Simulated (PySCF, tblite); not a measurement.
Isomers of C3H7FO2Si, one GFN2-xTB conformer each. Single-point energies are computed at PBE0/pcSseg-1 (PySCF, gas phase, no added dispersion term), electronic only.

| SMILES | GFN2-xTB relative energy (kcal/mol) |
| --- | --- |
| O=C(CCF)O[SiH3] | 0.0 |
| CO/C(=C\F)O[SiH3] | 22.6 |

Conformers: `[O:1]=[C:2]([CH2:3][CH2:4][F:5])[O:6][SiH3:7]` with O1–C2–C3–C4 0°, C2–C3–C4–F5 180°, O1–C2–O6–Si7 0°; `[CH3:1][O:2]/[C:3](=[CH:4]\[F:5])[O:6][SiH3:7]` with C1–O2–C3–C4 0°, O2–C3–O6–Si7 0°.

Problem. What does PBE0/pcSseg-1 give for the same structures?

Solution. 
```json
{"SMILES": "O=C(CCF)O[SiH3]", "PBE0/pcSseg-1 E (Eh)": "-657.78891", "PBE0/pcSseg-1 (kcal/mol)": "0.0", "GFN2-xTB (kcal/mol)": "0.0", "point group": "Cs"}
{"SMILES": "CO/C(=C\\F)O[SiH3]", "PBE0/pcSseg-1 E (Eh)": "-657.71922", "PBE0/pcSseg-1 (kcal/mol)": "43.7", "GFN2-xTB (kcal/mol)": "22.6", "point group": "Cs"}
```

Both levels put the same isomer lowest. As drawn, the lower has a C=O bond and a C(=O)–O unit, which the higher lacks; the higher has a C=C bond outside aromatic rings, which the lower lacks.

Problem. Which frontier levels, dipoles and rotational constants go with these structures?

Solution. 
```
           SMILES  HOMO (eV, PBE0/pcSseg-1)  LUMO (eV)  dipole (D)       A, B, C (MHz)
  O=C(CCF)O[SiH3]                     -8.48      -0.16        2.29  8546, 833.4, 773.6
CO/C(=C\F)O[SiH3]                     -6.16       0.37        1.69    4277, 1324, 1030
```

Problem. What happens when harmonic zero-point energies from GFN2-xTB frequencies are added?

Solution. 
```tsv
SMILES	ZPE (kcal/mol)	electronic (kcal/mol)	with ZPE (kcal/mol)
O=C(CCF)O[SiH3]	59.2	0.0	0.0
CO/C(=C\F)O[SiH3]	58.8	43.7	43.3
```

The zero-point energies span 0.4 kcal/mol. The order is unchanged.
